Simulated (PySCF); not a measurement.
Structure elucidation problem

An unknown has the formula C$_{5}$H$_{12}$O$_{2}$Si$_{2}$. Its calculated NMR data are:

¹H NMR (500 MHz, computed): δ 8.09 (s, 1H), 5.40 (s, 2H), 4.32 (s, 3H), 2.26 (s, 3H), 2.07 (s, 3H).

¹³C{¹H} NMR (computed): δ 177.1 (C), 165.4 (CH), 125.2 (C), 33.0 (CH3), 26.4 (CH3).

PySCF 2.14 calculation with shielding tensors at PBE0/pcSseg-1 (GIAO) and GFN2-xTB structure; gas phase, single conformer, averaged over atoms made equivalent by symmetry, fast rotation or ring inversion, non-relativistic.

Shifts are taken against calculated references (same method and geometry level): ¹H, ¹³C vs TMS.

Question: Which candidate is it?
A. O=CC1(OC[SiH3])C[SiH2]C1
B. C=C(C)[Si@@H]1C[C@@H]1[SiH](O)O
C. CCC1=C(OC)[SiH2][SiH2]O1
D. C=C[Si@@H](OC)C(=C)O[SiH3]
E. C/C([SiH3])=C(/C)[SiH2]OC=O
F. CC(C)=C([SiH3])[SiH2]OC=O

Answer: F. 

- Rings plus π bonds: 2 (no ring in the answer).
- 5 carbon signals for 5 carbons: no two carbons are equivalent.
- Carbon types of the structure: 2 × C, 1 × CH, 2 × CH3, leaving 5 H on heteroatoms.
- δC 177.1, 125.2: fully substituted alkene carbon.
- δC 165.4: carbonyl carbon.
- δC 33.0, 26.4: allylic methyl carbon; saturated and bonded to C and H only.
- δH 5.40: hydrogen on a silicon bonded to C, O.
- δH 2.26, 2.07: hydrogen on an allylic methyl carbon; allylic position.

The others: C/C([SiH3])=C(/C)[SiH2]OC=O has carbons computed at 166.4, 152.1, 150.8, 30.7, 27.3; O=CC1(OC[SiH3])C[SiH2]C1 would give 4 carbon signals, not 5; CCC1=C(OC)[SiH2][SiH2]O1 has carbons computed at 168.2, 140.5, 62.3, 28.0, 15.0, with a different DEPT pattern; C=C[Si@@H](OC)C(=C)O[SiH3] would give 8 signals for carbon-bound and other non-exchanging H, not 5; C=C(C)[Si@@H]1C[C@@H]1[SiH](O)O would give 8 signals for carbon-bound and other non-exchanging H, not 5.

Shifts are as computed. Against solution values, carbons near 30 ppm lie about +3 ppm off and those near 130 ppm about +5 ppm. Of 1309 compounds with measured shifts, 239 miss one by over three times the rms of a fit or turn the order of signals round; such compounds aren't used in these exercises. Multiplicities follow the n + 1 count of equivalent neighbours, as no J values were calculated; m marks all less simple cases, F and P coupling included.
